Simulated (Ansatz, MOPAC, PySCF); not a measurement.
Energy landscape of H2Mg, singlet: symmetric bend, bond length relaxed. Scanned: H-Mg-H angle. Other coordinates (Mg-H bond length) were minimised at B3LYP/def2-TZVP.

Computed with: RKS-M06-2X/6-31G* = restricted M06-2X/6-31G*, spherical d (PySCF); PM6, restricted, heats of formation (MOPAC); RHF/6-31G* = restricted Hartree-Fock/6-31G*, spherical d in PySCF; FCI/cc-pVTZ = full CI/cc-pVTZ, frozen core (Ansatz, an electronic-structure program).

Energies relative to the lowest point of each profile, in mEh; the last columns give the difference from FCI:

```tsv
a / °	RKS-M06-2X/6-31G*	PM6	RHF/6-31G*	FCI/cc-pVTZ	RKS-M06-2X/6-31G* − FCI/cc-pVTZ	PM6 − FCI/cc-pVTZ	RHF/6-31G* − FCI/cc-pVTZ
180	0.0	0.0	0.0	0.0	0.0	0.0	0.0
169.48	0.6	0.8	0.7	0.6	0.0	0.2	0.1
161.80	1.8	2.3	2.1	1.8	0.0	0.5	0.3
149.18	5.3	6.4	6.1	5.2	0.1	1.2	0.8
138.16	9.9	11.8	11.3	9.8	0.1	2.0	1.5
132.32	13.1	15.4	14.8	12.9	0.1	2.4	1.9
121.58	20.3	23.0	22.7	19.9	0.3	3.1	2.8
110.42	29.9	32.6	33.3	29.2	0.7	3.4	4.1
101.29	39.7	41.8	44.1	38.6	1.1	3.2	5.4
90.50	54.0	54.5	59.8	52.3	1.7	2.2	7.5
80.80	70.0	67.8	77.3	67.5	2.5	0.3	9.8
69.17	94.0	87.0	103.4	90.1	3.9	-3.1	13.3
60	117.4	104.8	128.7	111.7	5.7	-6.9	17.0
```

RKS-M06-2X/6-31G* is furthest from FCI/cc-pVTZ at 60 (5.7 mEh, above); its mean absolute difference over the points is 1.2 mEh.

PM6 is furthest from FCI/cc-pVTZ at 60 (-6.9 mEh, below); its mean absolute difference over the points is 2.2 mEh.

RHF/6-31G* is furthest from FCI/cc-pVTZ at 60 (17.0 mEh, above); its mean absolute difference over the points is 5.0 mEh.
